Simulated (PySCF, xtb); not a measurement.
# Two isomers of CH5SSi2+

Structure a is `C[Si]1=[S+][SiH2]1`, a singlet and structure b is `C1[SiH]=[S+][SiH2]1`, a singlet. Both are isolated ions in the gas phase, relaxed with B3LYP-D3(BJ)/def2-SVP.

a (Å):

```yaml
atoms:
  - { symbol: C, position_ang: [0.8006, -1.7724, -0.3830] }
  - { symbol: S, position_ang: [-2.4796, -1.7116, -1.6794] }
  - { symbol: Si, position_ang: [-1.0241, -1.5447, -0.2278] }
  - { symbol: Si, position_ang: [-3.1545, -1.1526, 0.4013] }
  - { symbol: H, position_ang: [1.2814, -1.7947, 0.6063] }
  - { symbol: H, position_ang: [1.0005, -2.7083, -0.9316] }
  - { symbol: H, position_ang: [1.2022, -0.9277, -0.9713] }
  - { symbol: H, position_ang: [-3.6220, 0.2424, 0.5305] }
  - { symbol: H, position_ang: [-3.9052, -2.2162, 1.0984] }
```

b (Å):

```yaml
atoms:
  - { symbol: C, position_ang: [-1.1234, -1.4825, 0.7816] }
  - { symbol: S, position_ang: [-0.3780, -1.8116, -2.1044] }
  - { symbol: Si, position_ang: [0.3362, -2.0379, -0.2040] }
  - { symbol: Si, position_ang: [-2.1392, -1.1387, -0.8141] }
  - { symbol: H, position_ang: [-0.9329, -0.5911, 1.4060] }
  - { symbol: H, position_ang: [-1.5485, -2.2644, 1.4362] }
  - { symbol: H, position_ang: [1.6873, -2.5274, 0.1513] }
  - { symbol: H, position_ang: [-3.2625, -2.0678, -1.0493] }
  - { symbol: H, position_ang: [-2.3957, 0.2882, -1.0939] }
```

Q: Which of the two would you expect CCSD(T)/def2-SVP + ΔMP2/def2-TZVPP electronic energies to favour?

A: Structure b; the calculation gives E(b) − E(a) = −11.5 kcal/mol.

The same difference at several levels:

| level | geometry | E(b) − E(a) (kcal/mol) | departure from the last row (kcal/mol) | job, with rough time for the two |
| --- | --- | --- | --- | --- |
| GFN2-xTB | GFN2-xTB | −13.6 | −2.1 | optimisation, 0.28 s |
| HF/STO-3G | GFN2-xTB | −27.2 | −15.7 | single point, 1.8 s |
| r2SCAN-D4/def2-SVP | GFN2-xTB | −8.0 | +3.5 | single point, 23 s |
| B3LYP-D3(BJ)/def2-SVP | B3LYP-D3(BJ)/def2-SVP | −10.0 | +1.5 | optimisation, 1.8 min |
| HF/def2-SVP | B3LYP-D3(BJ)/def2-SVP | −14.3 | −2.8 | part of the CCSD(T) run |
| MP2/def2-SVP | B3LYP-D3(BJ)/def2-SVP | −11.7 | −0.2 | part of the CCSD(T) run |
| CCSD(T)/def2-SVP | B3LYP-D3(BJ)/def2-SVP | −10.4 | +1.0 | single point |
| CCSD(T)/def2-SVP + ΔMP2/def2-TZVPP | B3LYP-D3(BJ)/def2-SVP | −11.5 |  | single point, 72 s |

As drawn, b has 1 C–Si, 1 Si–H in place of 1 Si–Si, 1 C–H. Structure a has a 3-membered ring, b a 4-membered ring.

None of the levels shown reverses the order. The largest departure from CCSD(T)/def2-SVP + ΔMP2/def2-TZVPP is that of HF/STO-3G, 15.7 kcal/mol. A small imaginary or near-zero mode remains, so no thermal terms are given. The last row adds to CCSD(T) the change of the MP2 difference between the two basis sets, here −1.0 kcal/mol.

The correlated steps freeze 16 core orbitals. Run with PySCF 2.14.0, xtb 6.7.1; the last row on 2 threads of Arm Neoverse V1 on a shared host.
